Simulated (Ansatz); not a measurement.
Reaction (formal exchange of groups at the Al–P bond): `[SiH3][AlH][PH2]` + `FC[SiH3]` → `F[CH]([SiH3])[AlH][SiH3]` + PH₃

Isolated molecules relaxed with PBE0-D4/def2-TZVP in Ansatz; ΔE leaves out vibrations. CCSD(T)/CBS is the MP2 limit (def2-TZVPP, def2-QZVPP) plus CCSD(T) − MP2 in def2-TZVPP, frozen cores. This one scheme is used for every species. Functionals use def2-TZVPP. B3LYP here is the variant with VWN-RPA as its local correlation; programs differ in this. One conformer a species, not always the lowest.

`[SiH3][AlH][PH2]`:

```xyz
9

Si   -0.133   -1.710    0.445
Al   -0.749    0.605   -0.091
P     0.830    2.301    0.081
H     1.267   -1.821    0.944
H    -0.242   -2.567   -0.772
H    -1.032   -2.300    1.479
H    -2.244    1.005   -0.451
H     1.872    1.542   -0.514
H     0.432    2.944   -1.121
```

`FC[SiH3]`:

Z-matrix (Å, degrees):
```
C
Si 1 1.895
F 1 1.391 2 110.4
H 1 1.095 2 111.2 3 120.0
H 1 1.095 2 111.2 3 -120.0
H 2 1.484 1 110.0 3 60.5
H 2 1.484 1 110.0 3 -60.5
H 2 1.488 1 107.8 3 180.0
```

`F[CH]([SiH3])[AlH][SiH3]`:

```xyz
13

F     0.804   -1.575   -2.193
C     0.645   -0.538   -1.252
Si    1.805   -0.827    0.211
Al   -1.241   -0.329   -0.684
Si   -1.675    1.431    0.975
H     0.974    0.399   -1.730
H     3.209   -1.035   -0.228
H     1.720    0.376    1.085
H     1.364   -2.013    0.994
H    -2.342   -1.318   -1.252
H    -3.077    1.935    0.943
H    -0.765    2.597    0.785
H    -1.421    0.897    2.346
```

PH₃:

```xyz
4

P    -0.313   -0.370    0.320
H     0.648   -0.793   -0.636
H     0.562    0.595    0.886
H    -0.898    0.569   -0.570
```

```
             level  ΔE (kJ/mol)
         r2SCAN-D4         61.2
          B3LYP-D4         56.2
           ωB97X-V         57.8
            r2SCAN         62.5
              PBE0         67.3
SCS-MP2/def2-TZVPP         60.4
SCS-MP2/def2-QZVPP         60.8
     MP2/CBS(def2)         62.4
```

Problem. What does CCSD(T)/CBS give? (Best estimate.)

Solution. Computed: +60.7 kJ/mol. The listed levels differ from it by 0.5, -4.5, -2.9, 1.8, 6.6, -0.3, 0.1, 1.7 kJ/mol.

Largest T1 diagnostic among the species: 0.014.

In def2-TZVPP, CCSD(T) changes the Hartree–Fock value by −8.3 kJ/mol (the triples alone add −0.9 kJ/mol) and MP2 by −6.6 kJ/mol. From PBE to PBE0 (25 % exact exchange), in def2-TZVPP and without D4, ΔE moves by +3.2 kJ/mol. The D4 term adds −6.0 kJ/mol with B3LYP and −3.5 kJ/mol with PBE0; it sums over pairs of atoms, weighted by their polarisabilities, and B3LYP, whose exchange is more repulsive, gets the larger term.
